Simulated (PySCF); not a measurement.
**Multinuclear NMR of C$_{4}$H$_{14}$N$_{2}$Si**

Geometry:
```json
{"atom": "C1", "x (Å)": "-0.716", "y (Å)": "1.312", "z (Å)": "-0.333"}
{"atom": "C2", "x (Å)": "-0.829", "y (Å)": "-0.148", "z (Å)": "0.121"}
{"atom": "C3", "x (Å)": "-1.976", "y (Å)": "-0.294", "z (Å)": "1.123"}
{"atom": "C4", "x (Å)": "-1.072", "y (Å)": "-1.053", "z (Å)": "-1.088"}
{"atom": "N5", "x (Å)": "0.379", "y (Å)": "-0.627", "z (Å)": "0.810"}
{"atom": "N6", "x (Å)": "1.553", "y (Å)": "-0.563", "z (Å)": "0.004"}
{"atom": "Si7", "x (Å)": "2.891", "y (Å)": "0.468", "z (Å)": "0.321"}
{"atom": "H8", "x (Å)": "-0.546", "y (Å)": "1.963", "z (Å)": "0.524"}
{"atom": "H9", "x (Å)": "0.115", "y (Å)": "1.424", "z (Å)": "-1.024"}
{"atom": "H10", "x (Å)": "-1.631", "y (Å)": "1.625", "z (Å)": "-0.830"}
{"atom": "H11", "x (Å)": "-2.009", "y (Å)": "-1.311", "z (Å)": "1.505"}
{"atom": "H12", "x (Å)": "-1.841", "y (Å)": "0.385", "z (Å)": "1.963"}
{"atom": "H13", "x (Å)": "-2.924", "y (Å)": "-0.065", "z (Å)": "0.643"}
{"atom": "H14", "x (Å)": "-1.116", "y (Å)": "-2.091", "z (Å)": "-0.770"}
{"atom": "H15", "x (Å)": "-0.265", "y (Å)": "-0.941", "z (Å)": "-1.808"}
{"atom": "H16", "x (Å)": "-2.008", "y (Å)": "-0.792", "z (Å)": "-1.574"}
{"atom": "H17", "x (Å)": "0.525", "y (Å)": "-0.068", "z (Å)": "1.646"}
{"atom": "H18", "x (Å)": "1.733", "y (Å)": "-1.483", "z (Å)": "-0.376"}
{"atom": "H19", "x (Å)": "3.776", "y (Å)": "0.231", "z (Å)": "-0.815"}
{"atom": "H20", "x (Å)": "2.362", "y (Å)": "1.833", "z (Å)": "0.377"}
{"atom": "H21", "x (Å)": "3.592", "y (Å)": "0.214", "z (Å)": "1.591"}
```

PySCF calculation with geometry from GFN2-xTB and GIAO PBE0/pcSseg-1 shieldings; equivalent nuclei averaged, non-relativistic, gas phase, a single conformation.

Task: Predict the 29Si NMR data.

Result: 
```json
{"atoms": "Si7", "environment": "silicon bonded to N, 3 H", "σ (ppm)": "405.9", "δ (ppm)": "-53.7"}
```

Shieldings were converted by a linear fit to measured shifts: 29Si: δ = 279.94 − 0.822σ (rms 8.9 ppm, 72 shifts, 25.8 ppm with the 6 outliers that the fit left out vs TMS, solution or neat liquid). A few per cent of atoms miss by over 2 rms, more outside the fitted compound classes.

On a 400 MHz spectrometer 29Si resonates near 79.5 MHz, so 1 ppm is 79.5 Hz.

Task: Predict the 15N NMR data.

Result: 
```json
{"atoms": "N5", "environment": "nitrogen bonded to O or N", "σ (ppm)": "149.9", "δ (ppm)": "-286.2"}
{"atoms": "N6", "environment": "nitrogen bonded to O or N", "σ (ppm)": "211.1", "δ (ppm)": "-342.6"}
```

Shieldings were converted by a linear fit to measured shifts: 15N: δ = -148.07 − 0.921σ (rms 6.3 ppm, 71 shifts vs CH3NO2, solution or neat liquid). Occasional misses reach two or three times the rms, and more in compound classes unlike the fitted ones.

On a 500 MHz spectrometer 15N resonates near 50.7 MHz, so 1 ppm is 50.7 Hz.
